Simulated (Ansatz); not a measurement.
Energy needed to pull apart InNH₄ (SMILES [NH2][InH2]), closed shell, into free ground-state atoms, from the structure below (displaced at random from its PBE0-D4/def2-TZVP minimum); no zero-point or spin–orbit terms; open-shell atoms are treated unrestricted, in their ground-state multiplicity.

| atom | x (Å) | y (Å) | z (Å) |
| --- | --- | --- | --- |
| N1 | -0.1363 | -1.0668 | 0.0373 |
| In2 | 0.1339 | 0.9388 | -0.0612 |
| H3 | -0.5478 | -1.5413 | 0.7756 |
| H4 | 0.2307 | -1.6507 | -0.5936 |
| H5 | 0.9954 | 1.5703 | -1.3856 |
| H6 | -0.6793 | 1.7941 | 1.2449 |

Program: Ansatz 0.2.0. Basis: def2-TZVPP. Cores are frozen in the correlated methods. Filled d shells of the heavier atoms are correlated. Core potentials replace the inner electrons of the atoms past krypton. The def2 sets are not built for correlating such inner shells, so the correlated values are less sure here.

```
   method  atomization energy (kcal/mol)
   PBE-D4                          359.5
r2SCAN-D4                              ?
  PBE0-D4                              ?
  wB97M-V                          362.3
       HF                          236.7
      MP2                          345.8
     CCSD                          345.4
  CCSD(T)                          350.6
```

(1) What does PBE0-D4 give? (Judge from chemistry; the value comes from the calculation.)

(2) What does r2SCAN-D4 give? (Judge from chemistry; the value comes from the calculation.)

No T1 diagnostic of these runs exceeds 0.016.

Results:

(1) The calculation gives: 353.7 kcal/mol, which is about 3.1 kcal/mol more than CCSD(T)/def2-TZVPP.

(2) By the calculation: 356.3 kcal/mol, which is about 5.7 kcal/mol more than CCSD(T)/def2-TZVPP.

In triple zeta the MP2 and coupled-cluster atomization energies are still short of their basis limit by a few kcal/mol a bond, whereas those of the functionals are nearly converged, so these differences are not deviations from converged CCSD(T).

For scale, one of the runs: CCSD(T)/def2-TZVPP forces, 137 basis functions (an equivalent command: `ansatz run in.yaml --threads 2`). Time: 87 s of wall clock on 2 CPU threads; the host was shared. Peak host memory: 1.4 GiB.
